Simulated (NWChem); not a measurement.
Isomers of CH4O2Si, each optimised at B3LYP/6-31G* with NWChem, gas phase unless a solvent is named. Flexible species stand in one conformer each, which need not be the lowest. Pople sets run with spherical d functions. Low-valent species are run as closed-shell singlets; no triplet was tried in these runs. Relative energies count from the lowest isomer at each level and are electronic, without zero-point energy, on those geometries.

A: CO[Si]O
B: O=CO[SiH3]
C: [SiH2](O)C=O
D: C1O[SiH2]O1

```csv
quantity,A,B,C,D
"relative energy, PBE/def2-TZVP (kcal/mol)",0.0,11.1,23.1,12.1
"relative energy, B3LYP/def2-TZVP (kcal/mol)",0.0,11.8,23.9,13.0
"relative energy, Hartree-Fock/def2-TZVP (kcal/mol)",0.0,6.1,20.5,6.2
"relative energy, CAM-B3LYP/def2-TZVP (kcal/mol)",0.0,12.1,24.7,11.1
"highest harmonic frequency (cm⁻¹), B3LYP/6-31G*",3716,3081,3670,3109
```
